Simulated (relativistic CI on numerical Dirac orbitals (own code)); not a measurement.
**Energy levels of Hg⁴³⁺**

These numbers are calculated, not measured: Dirac-Coulomb-Breit CI, orbitals from a KLI potential per configuration, QED by a radiative potential, unscaled Slater integrals (own radial code, finite nucleus).

CI space (outside the closed core [Ar] 3d10): 4s2 4p6 4d, 4s2 4p6 4f, 4s2 4p5 4d2, 4s 4p6 4d2, 4s2 4p5 4d 4f, 4s 4p6 4d 4f, 4s2 4p6 5s, 4s2 4p6 5p, 4s2 4p6 5d, 4p6 4d2 4f, 4s2 4p5 4d 5s, 4s2 4p6 5f, 4s2 4p5 4d 5p, 4s 4p6 4f 5s, 4s2 4p6 5g, 4s 4p6 4d 5s, 4s2 4p5 4d 5d, 4p6 4d3, 4p5 4d4, 4p5 4d3 4f, 4p6 4d 4f2, 4p6 4f3, 4p5 4d2 4f2, 4p5 4d 4f3, 4p6 4f2 5s, 4s 4p6 4f2, 4s 4p5 4f3, 4s 4p6 4f 5p, 4s 4p5 4f2 5p, 4p6 4f2 5p. Double excitations out of closed p, d and f shells are left out; levels of such configurations are missing from the list, as are those of other unlisted configurations, and high levels can miss mixing partners. These lack a partner that the ground configuration has and come out too high: 4s2 4p5 4d 5s, 4s2 4p5 4d 5p, 4s2 4p5 4d 5d, 4s2 4p6 5d, 4s2 4p6 5f.

The lowest level is 4s2 4p6 4d 2D_3/2, with 100 % of that term; Hund's rules for 4s2 4p6 4d give 2D with J = 3/2, in agreement.

```tsv
No.	Configuration	Term	J	E (eV)	%	Landé g	jj configuration (%)
1	4s2 4p6 4d	2D	3/2	0.000	100	0.794	4d3/2 (100)
2	4s2 4p6 4d	2D	5/2	29.170	100	1.195	4d5/2 (100)
3	4p5 4d2(3F)	4D°	3/2	174.560	42	0.979	4p3/2^3 4d3/2^2 (98)
4	4p5 4d2(3F)	4D°	1/2	175.232	85	0.123	4p3/2^3 4d3/2^2 (91)
5	4p5 4d2(3F)	4F°	5/2	178.522	35	1.017	4p3/2^3 4d3/2^2 (96)
6	4p5 4d2(3F)	2G°	7/2	180.326	33	1.021	4p3/2^3 4d3/2^2 (99)
7	4p5 4d2(1S)	2P°	3/2	189.215	28	1.342	4p3/2^3 4d3/2^2 (95)
8	4p5 4d2(3F)	4D°	5/2	200.520	48	1.293	4p3/2^3 4d3/2 4d5/2 (98)
9	4p5 4d2(3F)	4G°	9/2	203.935	70	1.174	4p3/2^3 4d3/2 4d5/2 (99)
10	4p5 4d2(3P)	4D°	7/2	204.539	39	1.268	4p3/2^3 4d3/2 4d5/2 (95)
11	4p5 4d2(3F)	4D°	3/2	206.974	43	1.086	4p3/2^3 4d3/2 4d5/2 (94)
12	4p5 4d2(3P)	4P°	5/2	207.532	39	1.210	4p3/2^3 4d3/2 4d5/2 (97)
13	4p5 4d2(1G)	2H°	11/2	208.868	64	1.151	4p3/2^3 4d3/2 4d5/2 (97)
14	4p5 4d2(3F)	2G°	7/2	209.889	45	1.065	4p3/2^3 4d3/2 4d5/2 (99)
15	4p5 4d2(3P)	4P°	1/2	212.290	33	1.647	4p3/2^3 4d3/2 4d5/2 (99)
16	4p5 4d2(1G)	2F°	7/2	215.061	35	1.156	4p3/2^3 4d3/2 4d5/2 (97)
17	4p5 4d2(3P)	4D°	5/2	215.665	43	1.221	4p3/2^3 4d3/2 4d5/2 (97)
18	4p5 4d2(3P)	4S°	3/2	217.124	32	1.415	4p3/2^3 4d3/2 4d5/2 (97)
19	4p5 4d2(1G)	2G°	9/2	218.093	59	1.114	4p3/2^3 4d3/2 4d5/2 (97)
20	4p5 4d2(1G)	2F°	5/2	223.229	54	0.876	4p3/2^3 4d3/2 4d5/2 (62)
21	4p5 4d2(3P)	2D°	3/2	230.573	38	0.857	4p3/2^3 4d3/2 4d5/2 (91)
22	4p5 4d2(3F)	4G°	11/2	233.278	64	1.202	4p3/2^3 4d5/2^2 (97)
23	4p5 4d2(1D)	2F°	7/2	235.732	40	1.212	4p3/2^3 4d5/2^2 (78)
24	4p5 4d2(1D)	2D°	5/2	236.294	53	1.209	4p3/2^3 4d5/2^2 (99)
25	4p5 4d2(1D)	2P°	1/2	238.493	72	0.749	4p3/2^3 4d3/2 4d5/2 (70)
26	4p5 4d2(1G)	2G°	9/2	238.945	46	1.182	4p3/2^3 4d5/2^2 (97)
27	4p5 4d2(3P)	2P°	1/2	244.086	55	1.057	4p3/2^3 4d5/2^2 (79)
28	4p5 4d2(1D)	2F°	7/2	248.160	39	1.187	4p3/2^3 4d5/2^2 (77)
29	4p5 4d2(1S)	2P°	3/2	254.544	59	1.270	4p3/2^3 4d5/2^2 (99)
30	4s2 4p6 4f	2F°	5/2	260.380	55	0.891	4f5/2 (55)
31	4p5 4d2(3P)	2P°	3/2	264.889	47	1.328	4p3/2^3 4d5/2^2 (90)
32	4s2 4p6 4f	2F°	7/2	266.440	55	1.115	4f7/2 (55)
33	4p5 4d2(3F)	2D°	5/2	266.823	39	1.126	4p3/2^3 4d5/2^2 (83)
34	4p5 4d2(3F)	2F°	5/2	321.319	44	0.757	4p1/2 4p3/2^4 4d3/2^2 (94)
35	4p5 4d2(3P)	2P°	1/2	341.476	57	0.627	4p1/2 4p3/2^4 4d3/2^2 (94)
36	4p5 4d2(3F)	4G°	7/2	344.125	47	1.015	4p1/2 4p3/2^4 4d3/2 4d5/2 (99)
37	4s2 4p5 4d2	2D°	5/2	345.386	29	1.059	4p1/2 4p3/2^4 4d3/2 4d5/2 (99)
38	4p5 4d2(3F)	2D°	3/2	346.416	42	0.911	4p1/2 4p3/2^4 4d3/2 4d5/2 (74)
39	4p5 4d2(3P)	4P°	1/2	348.230	45	1.761	4p1/2 4p3/2^4 4d3/2 4d5/2 (99)
40	4p5 4d2(1D)	2D°	3/2	349.780	50	1.028	4p1/2 4p3/2^4 4d3/2^2 (71)
41	4p5 4d2(1G)	2H°	9/2	350.641	49	1.028	4p1/2 4p3/2^4 4d3/2 4d5/2 (98)
42	4p5 4d2(3F)	2F°	7/2	370.361	48	1.237	4p1/2 4p3/2^4 4d3/2 4d5/2 (63)
43	4p5 4d2(3F)	2D°	5/2	370.647	49	1.148	4p1/2 4p3/2^4 4d3/2 4d5/2 (94)
44	4p5 4d2(3P)	2P°	3/2	373.483	53	1.269	4p1/2 4p3/2^4 4d3/2 4d5/2 (93)
45	4p5 4d2(1G)	2F°	7/2	375.962	44	1.100	4p1/2 4p3/2^4 4d5/2^2 (66)
46	4p5 4d2(3F)	2G°	9/2	378.720	43	1.111	4p1/2 4p3/2^4 4d5/2^2 (98)
47	4p5 4d2(1D)	2P°	3/2	378.998	32	1.391	4p1/2 4p3/2^4 4d5/2^2 (97)
48	4p5 4d2(1D)	2F°	5/2	381.469	38	1.098	4p1/2 4p3/2^4 4d5/2^2 (99)
49	4p5 4d2(1S)	2P°	1/2	391.415	79	0.661	4p1/2 4p3/2^4 4d5/2^2 (98)
50	4s2 4p5 4d 4f	4G	5/2	409.138	86	0.614	4p3/2^3 4d3/2 4f5/2 (98)
51	4s2 4p5 4d 4f	4F	3/2	411.523	51	0.540	4p3/2^3 4d3/2 4f5/2 (69)
52	4s2 4p5 4d 4f	4G	7/2	416.415	55	0.919	4p3/2^3 4d3/2 4f5/2 (83)
53	4s2 4p5 4d 4f	4F	5/2	416.759	34	1.015	4p3/2^3 4d3/2 4f5/2 (61)
54	4s2 4p5 4d 4f	2I	11/2	418.238	43	0.974	4p3/2^3 4d3/2 4f5/2 (99)
55	4s2 4p5 4d 4f	4D	1/2	419.854	56	0.591	4p3/2^3 4d3/2 4f5/2 (92)
56	4s2 4p5 4d 4f	4H	9/2	421.993	33	0.937	4p3/2^3 4d3/2 4f5/2 (96)
57	4s2 4p5 4d 4f	4D	3/2	422.437	40	0.902	4p3/2^3 4d3/2 4f5/2 (82)
58	4s2 4p5 4d 4f	4P	1/2	423.618	42	1.873	4p3/2^3 4d3/2 4f5/2 (58)
59	4s2 4p5 4d 4f	4F	5/2	423.672	40	1.043	4p3/2^3 4d3/2 4f5/2 (84)
60	4s2 4p5 4d 4f	4G	7/2	424.637	28	1.040	4p3/2^3 4d3/2 4f5/2 (92)
61	4s2 4p5 4d 4f	2F	7/2	426.018	24	1.131	4p3/2^3 4d3/2 4f7/2 (88)
62	4s2 4p5 4d 4f	4G	9/2	428.482	48	1.169	4p3/2^3 4d3/2 4f7/2 (78)
63	4s2 4p5 4d 4f	2H	11/2	429.321	39	1.140	4p3/2^3 4d3/2 4f7/2 (93)
64	4s2 4p5 4d 4f	4I	13/2	430.073	64	1.105	4p3/2^3 4d3/2 4f7/2 (80)
65	4s2 4p5 4d 4f	4D	7/2	431.530	26	1.157	4p3/2^3 4d3/2 4f7/2 (78)
66	4s2 4p5 4d 4f	2F	5/2	431.996	38	1.096	4p3/2^3 4d3/2 4f7/2 (75)
67	4s2 4p5 4d 4f	2H	9/2	432.735	32	1.030	4p3/2^3 4d3/2 4f7/2 (64)
68	4s2 4p5 4d 4f	2H	9/2	433.399	44	1.009	4p3/2^3 4d3/2 4f5/2 (56)
69	4s2 4p5 4d 4f	4G	7/2	433.613	31	1.008	4p3/2^3 4d3/2 4f5/2 (84)
70	4s2 4p5 4d 4f	4P	3/2	435.661	33	1.467	4p3/2^3 4d3/2 4f7/2 (46)
```

Energies count from the lowest computed level; ° marks odd parity. Percentages are summed over parent terms; the parents shown are those of the largest component, closed shells are left out there. Filled j subshells are mostly left out of the jj labels.

The mean weight of the leading LS term, summed over parents, in these 70 levels is 47 %, and that of the leading jj configuration (from the same eigenvectors) 87 %, so jj coupling describes them better and the LS labels are nominal.

At this charge energies of transitions that change n are usually good to better than 1 %, and those within a shell (Δn = 0) to a few per cent.

LS names give the leading component of a level, which can be under half, so a name can repeat, a term be missing and a line seem to break the LS rules.
